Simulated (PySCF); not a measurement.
**Correlation energy of Ir²⁺ (iridium, charge +2)**

Starting occupation: [Xe] 4f14 5d6 6p1, 5d3/2 with m_j = +3/2, 5d5/2 with m_j = -3/2, -1/2, +1/2, +3/2, +5/2, 6p3/2 with m_j = +3/2. All numbers are calculated (PySCF 2.14, X2C-1e with screened-nucleus spin-orbit coupling, Gaussian nucleus, in x2c-TZVPall-2c with one added diffuse shell each of s, p, d type (12s12p11d2f, 117 functions)). Frozen: [Kr] 4d10 4f14; 15 electrons correlated; the 34 highest virtual spinors left out.

MP2 pair energies summed by pair of shells (mhartree):

```json
{"pair": "5d-5p", "energy": "-88.50", "share (%)": "35.6"}
{"pair": "5d-5d", "energy": "-62.60", "share (%)": "25.2"}
{"pair": "5p-5p", "energy": "-43.28", "share (%)": "17.4"}
{"pair": "5d-6p", "energy": "-18.30", "share (%)": "7.4"}
{"pair": "5p-5s", "energy": "-14.93", "share (%)": "6.0"}
{"pair": "5d-5s", "energy": "-10.65", "share (%)": "4.3"}
{"pair": "5p-6p", "energy": "-7.01", "share (%)": "2.8"}
{"pair": "5s-5s", "energy": "-2.98", "share (%)": "1.2"}
{"pair": "5s-6p", "energy": "-0.34", "share (%)": "0.1"}
```

Total MP2 correlation energy: -248.61 mhartree.

The GHF reference relaxed away from the jj start to a determinant that is no pure jj level (⟨S²⟩ = 8.36, ⟨J²⟩ = 35.79); the energies belong to that determinant.

This basis was not built for core-valence correlation, so the inner-shell part is incomplete.
